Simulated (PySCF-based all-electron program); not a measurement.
**Si5H12, singlet: how the functional moves the forces**

All-electron Kohn–Sham DFT on the free molecule, computed near the basis limit with an in-house program on PySCF integrals; spin-free X2C, no spin–orbit coupling, spin-restricted. Forces are good to about 0.005 eV/Å. Atoms are numbered as listed.

```tsv
atom	x (Å)	y (Å)	z (Å)
Si	0.0000	0.0000	0.0000
Si	1.3568	1.3568	1.3568
Si	1.3568	-1.3568	-1.3568
Si	-1.3568	1.3568	-1.3568
Si	-1.3568	-1.3568	1.3568
H	2.2257	2.2257	0.5142
H	0.5142	2.2257	2.2257
H	2.2257	0.5142	2.2257
H	2.2257	-0.5142	-2.2257
H	2.2257	-2.2257	-0.5142
H	0.5142	-2.2257	-2.2257
H	-2.2257	2.2257	-0.5142
H	-0.5142	2.2257	-2.2257
H	-2.2257	0.5142	-2.2257
H	-2.2257	-0.5142	2.2257
H	-2.2257	-2.2257	0.5142
H	-0.5142	-2.2257	2.2257
```

What forces does PBE give?



```tsv
atom	Fx	Fy	Fz (eV/Å)
Si1	0.000	0.000	0.000
Si2	-0.066	-0.066	-0.066
Si3	-0.066	0.066	0.066
Si4	0.066	-0.066	0.066
Si5	0.066	0.066	-0.066
H6	0.056	0.056	-0.047
H7	-0.047	0.056	0.056
H8	0.056	-0.047	0.056
H9	0.056	0.047	-0.056
H10	0.056	-0.056	0.047
H11	-0.047	-0.056	-0.056
H12	-0.056	0.056	0.047
H13	0.047	0.056	-0.056
H14	-0.056	-0.047	-0.056
H15	-0.056	0.047	0.056
H16	-0.056	-0.056	-0.047
H17	0.047	-0.056	0.056
```
